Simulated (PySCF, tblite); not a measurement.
Species: C₇H₆ClS (doublet state).
Atom-mapped SMILES: `[CH3:1]/[C:2]([Cl:3])=[CH:4]\[c:5]1[cH:6][cH:7][c:8][s:9]1` (hydrogens: H10, H11, H12 on C1; H13 on C4; H14 on C6; H15 on C7)

Jobs on this species (15 atoms, 81 electrons) with PySCF (density fitting) and tblite. Hardware of each: one thread of an Arm Neoverse V1, on a shared host. The host was shared with other jobs, so the times are rough.

| level and settings | work | basis functions | SCF cycles | wall time |
| --- | --- | --- | --- | --- |
| GFN2-xTB | L-BFGS relaxation | – | – | 0.91 s |
| GFN2-xTB | Hessian by finite differences | – | – | 0.65 s |
| UKS B3LYP, pcH-1 on C Cl H S, non-relativistic, mean-field spin-orbit, GIAO | unrestricted SCF, g, hyperfine, density and orbital grids written | 305 | ? | ? |

**Question.** Fill in the missing figures.

**Answer.** 
- UKS B3LYP, pcH-1 on C Cl H S, non-relativistic, mean-field spin-orbit, GIAO; unrestricted SCF, g, hyperfine, density and orbital grids written: 2.3 min, 19 SCF cycles

**Question.** What do all jobs in the table cost together?

**Answer.** About 2.3 min; the longest takes about 99 % of that, and about 210 times as long as the shortest.
